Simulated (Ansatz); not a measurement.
Relaxation of BFH5NO (9 atoms, charge 0, multiplicity 1), to a largest force component of 0.03 eV/Å in at most 50 steps.

Level of theory: RKS LDA/def2-SVP in Ansatz.

```xyz
9
Properties=species:S:1:pos:R:3:forces:R:3
B -0.067 0.526 -0.193 0.33 2.29 0.50
H -0.188 -0.307 2.051 -0.10 -2.05 0.56
F 1.002 -0.269 -0.301 -0.02 0.00 -0.01
O -1.299 0.084 -0.534 -0.01 0.03 0.00
H -1.285 -0.844 -0.828 0.01 -0.02 -0.01
N 0.130 1.917 0.247 -0.22 -2.10 -0.71
H 1.043 2.239 0.571 -0.05 0.00 -0.04
H -0.649 2.558 0.399 -0.01 -0.02 -0.04
H -0.159 0.411 1.914 0.08 1.89 -0.26
```

**Question.** Where does it end, and by what steps?

**Answer.** It converged. The force dipped under the threshold on the way, but the program's further checks kept it going. After 13 steps the energy has fallen by 0.225 eV; H2 moved furthest, 1.15 Å.

```
step  energy less start (eV)  largest force component (eV/Å)  accepted
   0                  0.0000                           2.285       yes
   1                 -0.1685                           1.048       yes
   2                 -0.1963                           0.362       yes
   3                 -0.2041                           0.279       yes
   4                 -0.2107                           0.197       yes
   5                 -0.2157                           0.199       yes
   6                 -0.2182                           0.157       yes
   7                 -0.2208                           0.152       yes
   8                 -0.2224                           0.149       yes
   9                 -0.2233                           0.118       yes
  10                 -0.2242                           0.061       yes
  11                 -0.2246                           0.030       yes
  12                 -0.2247                           0.037       yes
  13                 -0.2248                           0.012       yes
```

```xyz
9
Properties=species:S:1:pos:R:3
B -0.076 0.518 -0.492
H -0.132 0.185 3.090
F 1.007 -0.172 -0.880
O -1.309 0.111 -0.886
H -1.264 -0.696 -1.429
N 0.086 1.650 0.318
H 1.003 1.990 0.607
H -0.706 2.217 0.621
H -0.079 0.514 2.376
```

Whether the end is a true minimum wasn't checked by a vibrational analysis.

The run took 24 s on 1 thread of Arm Neoverse V1 (shared host), peak memory 0.14 GiB.
